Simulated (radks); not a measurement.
Values are calculated unless marked as measured or tabulated.
Species: Zr+. Configuration: [Kr] 4d2 5s1.

Code: a radial shooting solver on a logarithmic mesh with Libxc functionals. Model: Dirac Kohn-Sham, BLYP, spin-unpolarised, spherical densities, finite nucleus; open shells fill j = l - 1/2 first; Fermi nuclear charge, rms radius 4.2694 fm.

Energy parts (hartree):
| part | energy |
|---|---|
| total | -3599.17247 |
| kinetic | 3719.57739 |
| electron-nucleus | -8676.00062 |
| Hartree | 1471.69252 |
| exchange-correlation | -114.44177 |

Orbitals (lengths in bohr, moments of r in powers of bohr; r(90%) holds 90 % of the orbital's charge):
| orbital | occ. | eigenvalue (hartree) | r(90%) | small-component weight |
|---|---|---|---|---|
| 1s1/2 | 2 | -655.1279 | 0.0664 | 2.12e-02 |
| 2s1/2 | 2 | -90.96261 | 0.251 | 4.31e-03 |
| 2p1/2 | 2 | -83.30013 | 0.227 | 4.31e-03 |
| 2p3/2 | 4 | -80.14284 | 0.233 | 4.18e-03 |
| 3s1/2 | 2 | -15.09587 | 0.679 | 1.12e-03 |
| 3p1/2 | 2 | -12.24391 | 0.690 | 1.07e-03 |
| 3p3/2 | 4 | -11.74124 | 0.705 | 1.03e-03 |
| 3d3/2 | 4 | -6.70942 | 0.725 | 9.16e-04 |
| 3d5/2 | 6 | -6.61759 | 0.731 | 9.06e-04 |
| 4s1/2 | 2 | -2.23919 | 1.77 | 2.36e-04 |
| 4p1/2 | 2 | -1.47373 | 2.01 | 1.93e-04 |
| 4p3/2 | 4 | -1.40802 | 2.05 | 1.86e-04 |
| 4d3/2 | 2 | -0.36412 | 3.46 | 8.38e-05 |
| 4d5/2 | 0 | -0.35899 | 3.49 | 8.24e-05 |
| 5s1/2 | 1 | -0.36502 | 5.00 | 3.44e-05 |

The highest occupied level is 4d3/2 at -9.908 eV. For comparison, the ionisation energy in NIST's Atomic Spectra Database is 13.130 eV (measured). In exact Kohn-Sham theory the highest level is minus the ionisation energy, but local and semilocal functionals leave it too shallow, through self-interaction and a potential that decays too fast; potentials with the right tail come closer.

Beside tabulated values, note that spin-unpolarised runs miss the spin-polarisation part of the exchange energy of open shells.
